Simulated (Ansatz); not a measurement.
Geometry optimisation, Ansatz, UHF/def2-SVP.

Input:

```yaml
crystal:
  periodic: [false, false, false]
  atoms:
    - { symbol: H, position_ang: [-1.000326, 1.435776, -0.156273] }
    - { symbol: Si, position_ang: [0.434309, 1.428528, 0.037683] }
    - { symbol: O, position_ang: [0.961484, -0.112233, 0.151666] }
    - { symbol: Si, position_ang: [1.273246, -1.717954, 0.279069] }
    - { symbol: C, position_ang: [-3.262636, 0.840225, -0.562732] }
    - { symbol: "N", position_ang: [-4.31748, 0.465323, -0.865474] }
    - { symbol: H, position_ang: [1.067317, 2.102114, -1.115186] }
    - { symbol: H, position_ang: [0.744938, 2.170426, 1.277831] }
    - { symbol: H, position_ang: [1.964978, -2.18748, -0.939833] }
    - { symbol: H, position_ang: [0.002905, -2.459873, 0.436212] }
    - { symbol: H, position_ang: [2.131265, -1.964651, 1.457035] }
magnetization:
  spin_polarized: true
  initial_magnetization: 1
basis:
  gaussian: { orbitals: def2-SVP }
hamiltonian:
  xc: hf
relax:
  f_tol: 0.03
  max_steps: 50
output:
  orbitals: {}
```

Run as:

```bash
$ ansatz run input.yaml --threads 2 --pin off --max-ram 3072MiB --backend cpu --events-out ev --progress --plain --runs-dir out
```

**Question.** Where does it end, and by what steps?

**Answer.** The forces met the threshold. The force dipped under the threshold on the way, but the program's further checks kept it going. After 6 steps the energy has fallen by 0.055 eV; C5 moved furthest, 0.65 Å.

```
step  energy less start (eV)  largest force component (eV/Å)  accepted
   0                  0.0000                           0.831       yes
   1                 -0.0388                           0.187       yes
   2                 -0.0514                           0.077       yes
   3                 -0.0541                           0.045       yes
   4                 -0.0551                           0.037       yes
   5                 -0.0553                           0.020       yes
   6                 -0.0554                           0.024       yes
```

```xyz
11
Properties=species:S:1:pos:R:3
H -0.831 1.534 -0.106
Si 0.639 1.456 0.075
O 1.101 -0.108 0.177
Si 1.356 -1.723 0.294
C -3.906 0.800 -0.674
N -4.950 0.404 -0.988
H 1.294 2.103 -1.081
H 1.002 2.175 1.314
H 2.043 -2.208 -0.921
H 0.060 -2.424 0.432
H 2.193 -2.010 1.478
```

Whether the end is a true minimum wasn't checked by a vibrational analysis.

Run time: 19 s on 2 threads of Arm Neoverse V2, with other jobs on the host, peak memory 0.3 GiB.
